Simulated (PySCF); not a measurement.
# Reading the logs of faulty runs: BGeH5NO

Calculated results; nothing here was measured. They come from PySCF 2.14.0, an open-source quantum chemistry program, on an isolated molecule that a program drew, which may never have been made. The molecule is BGeH5NO (charge 0, doublet), drawn as the SMILES string `B[O][GeH][NH2]`.

Each row is a Hartree-Fock (HF) and frozen-core CCSD(T) single point in the cc-pVDZ basis, meant for a local HF minimum. Run 1 is clean. Each other run has one planted mistake out of seven kinds, and not every kind appears here: one electron removed, one electron added, multiplicity raised by two, geometry at a saddle point, minimal basis STO-3G, one bond length entered in bohr, all coordinates scaled. The reference is restricted for singlets and unrestricted otherwise, and also for a bond in bohr. Adding or removing an electron swaps singlet and doublet. Electrons count all cores. HOMO and LUMO are orbital energies over both spins, the gradient is its largest component, and the lowest frequency (negative if imaginary) is given only where the gradient is small. Bond lengths are over the 8 bonds as drawn. T1 is the CCSD diagnostic: over 0.02 (restricted) or 0.045 (unrestricted) a single reference is doubtful. Germanium has the cc-pVDZ-PP basis, with a core potential (ECP10MDF) in place of its 10 inner electrons, and its 3s, 3p and 3d shells are frozen in CCSD(T).

Geometry of the clean run:
```xyz
9
BGeH5NO, angstrom
B     0.7012    3.1576   -1.7203
O     1.1493    2.0513   -1.1094
Ge    0.2884    0.9716    0.0532
N     1.6922    0.2553    0.9867
H     1.4343    3.7358   -2.4814
H    -0.4179    3.5733   -1.5189
H    -0.5831    1.8468    0.9843
H     2.4904    0.0404    0.4125
H     1.4777   -0.5436    1.5583
```

| run | electrons | basis functions | <S^2> | HOMO (eV) | LUMO (eV) | gradient (hartree/bohr) | lowest frequency (cm^-1) | mean bond (Å) | longest bond (Å) | T1 | HF (hartree) | CCSD(T) (hartree) | mistake |
|---|---|---|---|---|---|---|---|---|---|---|---|---|---|
| 1 | 57 | 90 | 0.761 | -8.89 | 1.19 | 3.0e-06 | 38 | 1.3690 | 1.832 | 0.0178 | -450.32525 | -450.90083 | no fault |
| 2 | 57 | 90 | 0.848 | -8.94 | 1.04 | 3.9e-02 | - | 1.5727 | 3.461 | 0.0289 | -450.26536 | -450.82077 | one bond length entered in bohr |
| 3 | 57 | 90 | 3.791 | -5.10 | -1.72 | 1.9e-02 | - | 1.3690 | 1.832 | 0.0229 | -450.10652 | -450.68629 | multiplicity raised by two |
| 4 | 57 | 90 | 0.755 | -8.27 | 1.94 | 1.2e-01 | - | 1.2348 | 1.652 | 0.0139 | -450.21569 | -450.76753 | ? |
| 5 | 56 | 90 | 0.000 | -16.22 | -7.03 | 7.2e-02 | - | 1.3690 | 1.832 | 0.0238 | -450.03185 | -450.61781 | ? |

**Which mistake was planted in run 4, and what did it cost?**

The mean and the longest bond both change by the same factor, 0.902, and the gradient is no longer small. So the mistake is: all coordinates scaled. Subtracting run 1 and multiplying by 627.51 kcal/mol a hartree, the energy moved by 68.7 kcal/mol in HF and 83.6 kcal/mol in CCSD(T).

**Which mistake was planted in run 5, and what did it cost?**

It counts 56 electrons, one fewer than the clean run, at the same geometry and basis. So the mistake is: one electron removed. Subtracting run 1 and multiplying by 627.51 kcal/mol a hartree, the energy moved by 184.1 kcal/mol in HF and 177.6 kcal/mol in CCSD(T).

Cautions from the logs. Run 5: T1 is over the limit, so its CCSD(T) energy is less reliable.
